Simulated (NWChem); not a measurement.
Species: hydrogen telluride (H2Te); SMILES [TeH2]

Results from NWChem. Coordinates come from a PBE0/def2-SVP optimisation. def2 effective core potentials on Te; no spin-orbit coupling. Ions are spin-unrestricted doublets at the neutral geometry; other ion states weren't tried. Functional: LC-ωPBE (HJS hole) with def2-SVP; rows give the range parameter ω in 1/bohr.

```
range parameter (1/bohr)  vertical ionisation energy, ΔSCF (eV)  −ε(HOMO) (eV)  ΔSCF minus −ε(HOMO) (eV)
------------------------  -------------------------------------  -------------  ------------------------
0.15                                                       8.92           7.41                      1.51
0.20                                                       8.93           7.91                      1.02
0.25                                                        [?]            [?]                       [?]
0.50                                                       9.03           9.34                     -0.31
0.60                                                       9.05           9.51                     -0.46
```

Question: Complete the blanks.

Answer: 
- 0.25, vertical ionisation energy, ΔSCF (eV): 8.94
- 0.25, −ε(HOMO) (eV): 8.30
- 0.25, ΔSCF minus −ε(HOMO) (eV): 0.64
